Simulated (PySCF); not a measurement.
## Phosphorus: a sound run and one with changed settings

Sound run: P²⁺ [Ne] 3s2 3p1, P³⁺ [Ne] 3s2. Computed with PySCF 2.14 in x2c-SVPall, with scalar relativity by spin-free X2C-1e. In the sound run the correlated levels freeze [Ne]. The sound run starts from symmetry-adapted Hartree-Fock orbitals and uses a fine grid where one is needed.

A second run was set up differently.

```tsv
species	method	sound run (hartree)	changed run (hartree)	converged
P²⁺	MP2	-340.37261	-340.38075	yes
P²⁺	CCSD(T)	-340.39270	-340.40070	yes
P³⁺	MP2	-339.28164	-339.29005	yes
P³⁺	CCSD(T)	-339.29704	-339.30540	yes
```

Ionisation energy of P²⁺:

```json
{"method": "UHF", "sound run (eV)": "29.504", "changed run (eV)": "29.504"}
{"method": "MP2", "sound run (eV)": "29.687", "changed run (eV)": "29.680"}
{"method": "SCS-MP2", "sound run (eV)": "29.668", "changed run (eV)": "29.660"}
{"method": "CCSD", "sound run (eV)": "29.797", "changed run (eV)": "29.788"}
{"method": "CCSD(T)", "sound run (eV)": "29.814", "changed run (eV)": "29.805"}
```

(1) What was changed?
A. all electrons correlated in a valence basis
B. minimal basis
C. too few SCF iterations
D. basis contracted for another Hamiltonian

Results:

(1) A. A valence basis has no tight correlating functions, so it recovers only part of the core correlation, and not evenly between atom and ion.
